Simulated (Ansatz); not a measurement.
Mulliken charges of `N#[C][AlH][OH]` from ωB97M-V/def2-TZVPP in Ansatz (PBE0-D4/def2-TZVP geometry).

```csv
atom,x (Å),y (Å),z (Å),charge (e)
N1,2.424,-1.064,0.897,-0.026
C2,1.389,-0.718,0.524,-0.301
Al3,-0.371,-0.227,-0.095,0.627
O4,-0.557,1.418,-0.385,-0.365
H5,-1.486,-1.312,-0.291,-0.100
H6,-1.358,1.838,-0.695,0.165
```

Question: By hand: the dipole of these point charges (1 e Å = 4.8032 D).

Answer: Σ q r = (-0.586, 0.018, -0.186) e Å, of length 0.615 e Å = 2.95 D.

Question: How does the dipole of the full density compare? (Best estimate.)

Answer: The calculation gave: (-0.885, 0.201, -0.305) e Å, 4.60 D; the point charges give 0.64 times that, at 11° from its direction.

Point charges leave out the atoms' own dipoles, such as those of lone pairs, and Mulliken's split depends on the basis, so the two needn't agree.
